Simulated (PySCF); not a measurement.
A structure optimised at PBE-D3(BJ)/def2-SVP, used in a PySCF frequency run:

```xyz
4

Sn     0.0000     0.0000     0.2657
F      1.5691     0.9059    -0.4921
F      0.0000    -1.8119    -0.4921
F     -1.5691     0.9059    -0.4921
```
Charge 0, spin multiplicity 2.

Question: Write its SMILES, formula and point group.

Answer: [F][Sn]([F])[F], F₃Sn, C3v

Question: What are its rotational constants (standard atomic weights)?

Answer: 4.3691, 4.3691, 2.7010 GHz
